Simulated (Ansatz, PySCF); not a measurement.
This singlet lies 2.52 eV below the relaxed triplet at the level composite: frozen-core CCSD(T) with HF/cc-pV5Z and the correlation energy extrapolated as X^-3 from cc-pVQZ and cc-pV5Z, plus CCSDT(Q) minus CCSD(T) in cc-pVTZ // B3LYP-D3(BJ)/def2-TZVP (Ansatz, a quantum-chemistry and plane-wave program).

B3LYP has the VWN-RPA correlation part, as in Gaussian. 

Cartesian coordinates (Å):
SMILES: Cl[B]
```xyz
2

B      0.8607     0.0000     0.0000
Cl    -0.8607     0.0000     0.0000
```
Charge 0, multiplicity 1.

Task: What is the computed HOMO–LUMO gap, HOMO, LUMO, dipole moment and total energy (B3LYP-D3(BJ)/def2-TZVP (PySCF 2.14.0))?

Result: 
```
Property             Result
-------------  ------------
HOMO–LUMO gap       5.14 eV
HOMO               -7.28 eV
LUMO               -2.13 eV
dipole moment        1.62 D
total energy   -485.0229 Ha
```
